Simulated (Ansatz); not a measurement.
BrH, SMILES Br.

Geometry: PBE-D3(BJ)/def2-TZVPD.

Two levels are set side by side: PBE/def2-TZVPD (Ansatz, a program for electronic structure) and PBE0/def2-TZVPD (Ansatz). Energy differences of separate SCF runs at the same geometry; the states with an electron removed or added have multiplicity 2 and 2. Differences are taken from unrounded values.

| quantity | PBE0 | PBE | PBE minus PBE0 |
|---|---|---|---|
| vertical ionisation energy (eV) | 11.72 | 11.71 | -0.01 |
| vertical singlet–triplet gap (eV) | 6.10 | 6.06 | -0.04 |

Here PBE gives about what the other level gives.
